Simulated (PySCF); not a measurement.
Bi²⁺ (bismuth, charge +2) across methods

[Xe] 4f14 5d10 6s2 6d1, 2D determinant (an excited configuration). Calculation: PySCF 2.14, in x2c-TZVPPall with one added diffuse shell each of s, p, d, f type (12s8p7d4f, 99 functions); the spin-free X2C one-electron Hamiltonian (Gaussian nucleus). The B2PLYP total includes its PT2 part (frozen core); its orbital energies are those of the SCF part.

```
method   E (hartree)  mean ε 6s β (eV)  mean ε 6s α (eV)  mean ε 6d α (eV)  Σ⟨r²⟩ (bohr²)   ⟨S²⟩
r2SCAN     -21534.03           -33.081           -33.056           -10.899          59.84  0.751
  TPSS     -21533.23           -32.644           -32.849           -10.890          59.79  0.750
   LDA     -21521.21           -33.273           -33.490           -10.839          59.69  0.750
   PBE     -21534.10           -32.785           -32.986           -10.962          59.79  0.750
  PBE0     -21533.80           -33.844           -34.036           -11.352          60.15  0.750
   UHF  -21527.90986           -36.035           -36.232           -12.038          62.72  0.750
B2PLYP     -21532.51           -34.791           -34.929           -11.563          61.12  0.750
```

(1) Estimate the same row for r2SCANh.

Spin-orbit coupling, absent here, splits the open shell strongly. The outer electron is Rydberg-like, and this basis confines it to a smaller radius and binds it less than a complete one would.

## Answers

(1) E (hartree) = -21533.92; mean ε 6s β (eV) = -33.506; mean ε 6s α (eV) = -33.494; mean ε 6d α (eV) = -11.055; Σ⟨r²⟩ (bohr²) = 59.97; ⟨S²⟩ = 0.750.
